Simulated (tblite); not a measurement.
Record of a relaxation.

C3H8GeSi.
Atom-mapped SMILES: `[CH3:1][C:2]#[C:3][GeH2:4][SiH3:5]` (hydrogens: H6, H7, H8 on C1; H9, H10 on Ge4; H11, H12, H13 on Si5)

Computed with GFN2-xTB (tblite), gas phase: L-BFGS steps from a force-field or distance-geometry start until the largest atomic force falls under 0.01 eV/Å. 13 of its 34 geometries are shown.

Step 0: E = -383.1602 eV, largest atomic force 1.379 eV/Å
```
atom  x, y, z in Å  |  force x, y, z in eV/Å
C1      3.067   -0.729    0.226   -0.760   0.083  -0.571
C2      1.748   -0.070    0.091    1.253  -0.575   0.021
C3      0.667    0.447   -0.010   -0.646   0.622  -0.222
Ge4    -1.063    1.255   -0.222   -0.151  -0.439   0.321
Si5    -2.736   -0.371   -0.058   -0.042  -0.164   0.118
H6      3.807   -0.213   -0.430   -0.446  -0.213   0.750
H7      2.972   -1.769   -0.177    0.128   0.704   0.633
H8      3.333   -0.700    1.301    0.143  -0.184  -0.796
H9     -1.190    1.951   -1.585    0.331   0.086   0.411
H10    -1.230    2.264    0.936    0.245  -0.050  -0.510
H11    -3.955    0.251   -0.592   -0.019  -0.152  -0.010
H12    -2.397   -1.578   -0.850   -0.145   0.263   0.234
H13    -3.026   -0.738    1.352    0.108   0.020  -0.378
```

Step 3: E = -383.2963 eV, largest atomic force 0.626 eV/Å
```
atom  x, y, z in Å  |  force x, y, z in eV/Å
C1      3.037   -0.722    0.209   -0.046   0.061   0.060
C2      1.752   -0.071    0.083    0.079  -0.047  -0.078
C3      0.677    0.462   -0.019   -0.455   0.405  -0.143
Ge4    -1.071    1.228   -0.205    0.095  -0.191   0.007
Si5    -2.741   -0.377   -0.053   -0.111   0.071  -0.068
H6      3.787   -0.220   -0.392    0.103   0.230  -0.049
H7      2.977   -1.743   -0.144   -0.095  -0.284   0.019
H8      3.341   -0.711    1.252    0.093  -0.045   0.063
H9     -1.168    1.956   -1.556    0.254  -0.002   0.389
H10    -1.214    2.262    0.904    0.177   0.039  -0.257
H11    -3.956    0.240   -0.593   -0.053  -0.107  -0.022
H12    -2.406   -1.565   -0.836   -0.051  -0.043   0.030
H13    -3.020   -0.739    1.333    0.010  -0.087   0.049
```

Step 6: E = -383.3384 eV, largest atomic force 0.191 eV/Å
```
atom  x, y, z in Å  |  force x, y, z in eV/Å
C1      3.023   -0.717    0.204    0.091  -0.066  -0.019
C2      1.736   -0.064    0.070    0.127  -0.071   0.027
C3      0.671    0.493   -0.035    0.124  -0.025  -0.030
Ge4    -1.071    1.202   -0.197   -0.102   0.105  -0.007
Si5    -2.755   -0.376   -0.056   -0.058  -0.076   0.034
H6      3.784   -0.201   -0.380   -0.064   0.039  -0.097
H7      2.968   -1.755   -0.128   -0.082   0.059  -0.068
H8      3.353   -0.720    1.240   -0.081   0.062   0.162
H9     -1.129    1.958   -1.503    0.142   0.061   0.036
H10    -1.187    2.267    0.863    0.094   0.089  -0.016
H11    -3.966    0.225   -0.597   -0.156  -0.014  -0.064
H12    -2.415   -1.565   -0.828   -0.023  -0.099  -0.031
H13    -3.016   -0.749    1.329   -0.011  -0.064   0.073
```

Step 8: E = -383.3486 eV, largest atomic force 0.219 eV/Å
```
atom  x, y, z in Å  |  force x, y, z in eV/Å
C1      3.028   -0.719    0.204    0.023   0.038   0.074
C2      1.739   -0.066    0.069   -0.042   0.031   0.025
C3      0.677    0.500   -0.042    0.180  -0.125   0.007
Ge4    -1.077    1.202   -0.196    0.049  -0.030   0.066
Si5    -2.763   -0.380   -0.055   -0.086  -0.078   0.010
H6      3.781   -0.192   -0.387   -0.090  -0.086   0.010
H7      2.960   -1.757   -0.131    0.008   0.117  -0.028
H8      3.350   -0.717    1.250   -0.092   0.033  -0.100
H9     -1.109    1.964   -1.487    0.091   0.112  -0.119
H10    -1.173    2.275    0.852    0.062   0.103   0.054
H11    -3.980    0.220   -0.602   -0.056  -0.060  -0.009
H12    -2.419   -1.573   -0.829   -0.039  -0.021   0.013
H13    -3.017   -0.757    1.335   -0.008  -0.035  -0.003
```

Step 11: E = -383.3568 eV, largest atomic force 0.135 eV/Å
```
atom  x, y, z in Å  |  force x, y, z in eV/Å
C1      3.030   -0.718    0.208   -0.052   0.025  -0.022
C2      1.744   -0.068    0.071   -0.024   0.026   0.022
C3      0.686    0.499   -0.047   -0.134  -0.007   0.017
Ge4    -1.075    1.199   -0.190    0.039   0.018  -0.027
Si5    -2.778   -0.390   -0.054    0.023   0.041  -0.014
H6      3.772   -0.192   -0.391    0.052  -0.025   0.004
H7      2.954   -1.749   -0.136    0.044  -0.015  -0.005
H8      3.340   -0.712    1.252    0.021   0.003  -0.003
H9     -1.081    1.979   -1.483    0.045   0.013  -0.027
H10    -1.154    2.292    0.848    0.046   0.014   0.035
H11    -3.997    0.208   -0.607   -0.002  -0.074   0.025
H12    -2.428   -1.582   -0.827   -0.039   0.001   0.021
H13    -3.018   -0.767    1.339   -0.019  -0.021  -0.027
```

Step 14: E = -383.3605 eV, largest atomic force 0.180 eV/Å
```
atom  x, y, z in Å  |  force x, y, z in eV/Å
C1      3.025   -0.713    0.207    0.047  -0.029  -0.018
C2      1.740   -0.063    0.075    0.013  -0.015  -0.021
C3      0.676    0.493   -0.046    0.004  -0.045   0.031
Ge4    -1.071    1.203   -0.191   -0.130   0.121  -0.029
Si5    -2.780   -0.388   -0.055    0.058   0.025   0.013
H6      3.774   -0.196   -0.391    0.005   0.036   0.003
H7      2.958   -1.746   -0.138   -0.022  -0.006   0.013
H8      3.338   -0.709    1.250    0.014   0.003   0.015
H9     -1.062    1.988   -1.488    0.026  -0.024   0.027
H10    -1.138    2.301    0.852    0.030  -0.048  -0.021
H11    -4.005    0.190   -0.606   -0.034  -0.022   0.003
H12    -2.438   -1.585   -0.823   -0.007   0.002   0.005
H13    -3.022   -0.775    1.336   -0.003   0.001  -0.020
```

Step 16: E = -383.3623 eV, largest atomic force 0.061 eV/Å
```
atom  x, y, z in Å  |  force x, y, z in eV/Å
C1      3.024   -0.712    0.206    0.028  -0.005   0.009
C2      1.737   -0.061    0.076    0.001  -0.021  -0.037
C3      0.669    0.487   -0.043    0.027  -0.048   0.027
Ge4    -1.076    1.212   -0.194   -0.025   0.018   0.007
Si5    -2.778   -0.385   -0.055   -0.008  -0.002  -0.002
H6      3.776   -0.197   -0.392   -0.025   0.039   0.010
H7      2.959   -1.745   -0.139   -0.033   0.006   0.019
H8      3.338   -0.707    1.250    0.004  -0.002  -0.016
H9     -1.048    1.992   -1.488    0.007   0.005  -0.009
H10    -1.127    2.304    0.853    0.006  -0.019  -0.007
H11    -4.012    0.178   -0.604   -0.013  -0.007   0.007
H12    -2.444   -1.587   -0.821    0.019   0.018   0.001
H13    -3.024   -0.779    1.333    0.013   0.017  -0.008
```

Step 19: E = -383.3630 eV, largest atomic force 0.068 eV/Å
```
atom  x, y, z in Å  |  force x, y, z in eV/Å
C1      3.026   -0.712    0.206   -0.026   0.011  -0.009
C2      1.738   -0.064    0.072   -0.005  -0.009   0.004
C3      0.667    0.481   -0.039   -0.045  -0.008   0.004
Ge4    -1.078    1.215   -0.194    0.049  -0.046  -0.009
Si5    -2.779   -0.384   -0.056   -0.012   0.010  -0.009
H6      3.775   -0.192   -0.391   -0.001   0.011  -0.005
H7      2.956   -1.745   -0.137    0.008  -0.006  -0.001
H8      3.339   -0.707    1.249    0.005   0.004   0.009
H9     -1.044    1.994   -1.489    0.005   0.005  -0.005
H10    -1.123    2.303    0.853    0.000   0.009   0.014
H11    -4.016    0.174   -0.603   -0.014  -0.002   0.004
H12    -2.443   -1.585   -0.820    0.023   0.008  -0.008
H13    -3.023   -0.778    1.331    0.011   0.013   0.010
```

Step 22: E = -383.3635 eV, largest atomic force 0.030 eV/Å
```
atom  x, y, z in Å  |  force x, y, z in eV/Å
C1      3.025   -0.711    0.205    0.002  -0.004   0.002
C2      1.736   -0.066    0.070   -0.011  -0.003   0.028
C3      0.662    0.472   -0.035    0.002  -0.009  -0.009
Ge4    -1.076    1.214   -0.196   -0.025   0.011  -0.003
Si5    -2.780   -0.382   -0.057    0.000   0.002   0.001
H6      3.773   -0.187   -0.391   -0.009  -0.012  -0.007
H7      2.955   -1.744   -0.136    0.027   0.004  -0.011
H8      3.340   -0.705    1.249   -0.011   0.011  -0.002
H9     -1.038    1.996   -1.491    0.010  -0.011   0.018
H10    -1.119    2.303    0.855    0.000  -0.015  -0.011
H11    -4.021    0.170   -0.601   -0.014   0.006  -0.002
H12    -2.439   -1.583   -0.820    0.018   0.008  -0.008
H13    -3.021   -0.776    1.331    0.011   0.013   0.007
```

Step 25: E = -383.3641 eV, largest atomic force 0.058 eV/Å
```
atom  x, y, z in Å  |  force x, y, z in eV/Å
C1      3.023   -0.710    0.204    0.022  -0.007   0.017
C2      1.732   -0.070    0.074   -0.011  -0.010  -0.001
C3      0.654    0.461   -0.032    0.030  -0.006  -0.009
Ge4    -1.077    1.213   -0.198   -0.048   0.023   0.024
Si5    -2.783   -0.379   -0.059   -0.015  -0.015   0.002
H6      3.768   -0.183   -0.392   -0.016   0.000  -0.002
H7      2.961   -1.743   -0.137    0.011   0.003  -0.002
H8      3.338   -0.701    1.248    0.000   0.000  -0.006
H9     -1.030    1.996   -1.490    0.009   0.002  -0.009
H10    -1.114    2.299    0.855   -0.003  -0.013  -0.011
H11    -4.031    0.166   -0.600    0.017  -0.006   0.005
H12    -2.430   -1.577   -0.823   -0.004   0.020   0.006
H13    -3.015   -0.770    1.333    0.007   0.009  -0.015
```

Step 28: E = -383.3643 eV, largest atomic force 0.015 eV/Å
```
atom  x, y, z in Å  |  force x, y, z in eV/Å
C1      3.023   -0.710    0.205   -0.006   0.000   0.000
C2      1.730   -0.073    0.075   -0.005  -0.011  -0.003
C3      0.652    0.458   -0.033   -0.007   0.007  -0.007
Ge4    -1.080    1.213   -0.197    0.008  -0.005  -0.003
Si5    -2.785   -0.379   -0.060    0.002   0.002   0.002
H6      3.765   -0.182   -0.393   -0.005   0.007  -0.002
H7      2.963   -1.743   -0.137    0.010  -0.004   0.003
H8      3.338   -0.700    1.248    0.010  -0.003   0.006
H9     -1.026    1.996   -1.489    0.003   0.000  -0.004
H10    -1.113    2.298    0.854   -0.005   0.010   0.010
H11    -4.033    0.164   -0.599    0.002  -0.003  -0.001
H12    -2.427   -1.574   -0.823   -0.006   0.000  -0.002
H13    -3.013   -0.767    1.332   -0.001  -0.001   0.002
```

Step 30: E = -383.3643 eV, largest atomic force 0.017 eV/Å
```
atom  x, y, z in Å  |  force x, y, z in eV/Å
C1      3.023   -0.710    0.205   -0.004  -0.001  -0.003
C2      1.729   -0.075    0.075   -0.002  -0.007   0.002
C3      0.652    0.458   -0.034    0.001   0.000  -0.002
Ge4    -1.080    1.213   -0.197    0.012   0.007  -0.009
Si5    -2.785   -0.379   -0.060    0.010   0.007   0.002
H6      3.764   -0.181   -0.394   -0.007   0.005   0.002
H7      2.965   -1.744   -0.137    0.007  -0.001   0.004
H8      3.339   -0.700    1.249    0.002   0.001  -0.004
H9     -1.025    1.996   -1.490    0.000  -0.004   0.006
H10    -1.114    2.298    0.855   -0.004   0.003   0.003
H11    -4.032    0.164   -0.599   -0.008   0.003  -0.005
H12    -2.427   -1.573   -0.823   -0.003  -0.008  -0.006
H13    -3.012   -0.766    1.332   -0.002  -0.004   0.010
```

Step 33: E = -383.3644 eV, largest atomic force 0.009 eV/Å
```
atom  x, y, z in Å  |  force x, y, z in eV/Å
C1      3.023   -0.711    0.206    0.004  -0.003  -0.001
C2      1.727   -0.079    0.075    0.001  -0.001   0.005
C3      0.651    0.456   -0.035    0.007  -0.005   0.004
Ge4    -1.080    1.214   -0.198    0.001   0.006   0.004
Si5    -2.785   -0.378   -0.060    0.001   0.000   0.000
H6      3.761   -0.179   -0.394   -0.004   0.004   0.001
H7      2.969   -1.744   -0.137    0.002  -0.003   0.001
H8      3.341   -0.700    1.248   -0.006   0.004  -0.006
H9     -1.023    1.996   -1.490   -0.002   0.003   0.001
H10    -1.114    2.299    0.856    0.000  -0.005  -0.008
H11    -4.034    0.163   -0.599    0.002   0.001   0.001
H12    -2.427   -1.573   -0.824   -0.004  -0.001   0.001
H13    -3.011   -0.765    1.333   -0.001  -0.002  -0.002
```

Task: Summarise the path.

Result: The energy falls by 4.71 kcal/mol from step 0 to step 33; nine tenths of that is first reached at step 7. It falls at every step. The largest force goes from 1.379 to 0.009 eV/Å. Among the bonds C1–C2 changes most (a near tie, within 0.001 Å, with another), from 1.481 to 1.448 Å; the atoms move by 0.086 Å rms after alignment.

The cost below is that of the whole relaxation. The run took 0.18 s of wall time on an Arm Neoverse V1 with one thread, no GPU, shared host with 32 logical CPUs at a one-minute load of 19.
